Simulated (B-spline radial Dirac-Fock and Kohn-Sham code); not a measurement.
Two-hole binding energies of Cu

System: the free copper atom, configuration 1s2 2s2 2p6 3s2 3p6 3d10 4p1 (not the ground configuration).

Calculated with a radial atomic solver, using multi-electron Dirac-Fock with separately optimised hole states, Breit and Lamb-shift corrections added in first order. U is the two-hole binding energy less the two single-hole energies, the effective repulsion of the holes after relaxation. Each two-hole energy is an average over J within one jj subconfiguration.

```csv
holes,E(a) (eV),E(b) (eV),E(ab) (eV),U (eV)
1s⁻²,8988.2,8988.2,18382.2,405.8
1s⁻¹ 2p1/2⁻¹,8988.2,961.1,?,?
1s⁻¹ 2p3/2⁻¹,8988.2,941.0,10024.7,95.5
1s⁻¹ 3p3/2⁻¹,8988.2,85.38,9097.1,23.5
2p1/2⁻²,961.1,961.1,1991.2,69.1
2p3/2⁻²,941.0,941.0,1945.8,63.8
2s⁻¹ 3p3/2⁻¹,1108.4,85.38,1214.3,20.5
2s⁻¹ 3d5/2⁻¹,1108.4,9.61,1136.3,18.3
2p3/2⁻¹ 3s⁻¹,941.0,134.2,1096.2,21.0
2p3/2⁻¹ 3p1/2⁻¹,941.0,87.89,1050.2,21.3
2p1/2⁻¹ 3d3/2⁻¹,961.1,9.85,988.7,17.8
2p3/2⁻¹ 3d5/2⁻¹,941.0,9.61,968.6,18.0
3p1/2⁻²,87.89,87.89,195.6,19.8
3d3/2⁻¹ 3d5/2⁻¹,9.85,9.61,35.81,16.4
```

Question: Give the missing two-hole energy and U.

Answer: E(ab) = 10047.8 eV and U = 98.5 eV.
